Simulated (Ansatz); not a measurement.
Program: Ansatz. Geometries: PBE0-D4/def2-TZVP. ΔE: electronic, gas phase. CBS: MP2 limit from def2 TZ/QZ plus the TZ coupled-cluster correction, frozen cores. This one scheme is used for every species. Functionals use def2-TZVPP. Elements past krypton have def2 core potentials. For Sn outer-core shells are correlated without core-valence functions, which leaves a few kJ/mol of doubt a bond.

Reaction (hydrogenolysis of the Sn–F bond): `N#[C][Sn]([F])([C]#N)[C]#N` + H₂ → `N#[C][SnH]([C]#N)[C]#N` + H–F

```csv
level,ΔE (kJ/mol)
r2SCAN-D4,14.0
B2PLYP,7.8
RPA@PBE/def2-TZVPP,3.1
CCSD(T)/def2-SVP,6.5
```

(1) What does CCSD(T)/CBS give? (Best estimate.)

Largest T1 diagnostic among the species: 0.015.

Answers

(1) Computed: +5.4 kJ/mol. The listed levels differ from it by 8.6, 2.4, -2.3, 1.1 kJ/mol.

In def2-TZVPP, CCSD(T) changes the Hartree–Fock value by +3.7 kJ/mol (the triples alone add +4.1 kJ/mol) and MP2 by +5.5 kJ/mol. From r2SCAN to r2SCAN0 (25 % exact exchange), in def2-TZVPP and without D4, ΔE moves by −11.8 kJ/mol.

CCSD(T)/CBS has its own doubt, a few kJ/mol and more with outer-core shells, so smaller differences from it don't rank the levels.
